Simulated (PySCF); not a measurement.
CH3F2GaO.

```xyz
8

Ga     0.1828     0.2317     0.2219
F      1.5563     1.2336     0.5526
F     -1.0769     0.1421     1.4214
O      0.0573    -0.6728    -1.2776
C     -1.0604    -1.4988    -1.5709
H     -1.5516    -1.1384    -2.4905
H     -0.7149    -2.5313    -1.7478
H     -1.8111    -1.5180    -0.7613
```

Coordinates come from a r2SCAN-D4/def2-SVP optimisation. The structure was generated by enumeration; whether it is a known compound was not checked. Other conformers were not sampled.

The numbers are results of PySCF with PBE/pcSseg-1, not measurements. Non-relativistic, no solvent.

Computed absolute GIAO shielding of each atom: isotropic value and principal components (ppm):
```
atom  σ(iso)     σ11     σ22     σ33   span
----  ------  ------  ------  ------  -----
Ga1   1543.9  1287.3  1592.0  1752.3  464.9
F2     342.4   250.1   342.4   434.7  184.6
F3     342.5   217.5   385.6   424.4  206.9
O4     268.5   174.0   287.9   343.7  169.7
C5     119.0    85.4    92.0   179.5   94.1
H6      27.0    23.1    24.3    33.8   10.7
H7      27.1    23.1    24.3    33.8   10.7
H8      26.7    21.5    25.2    33.5   11.9
```
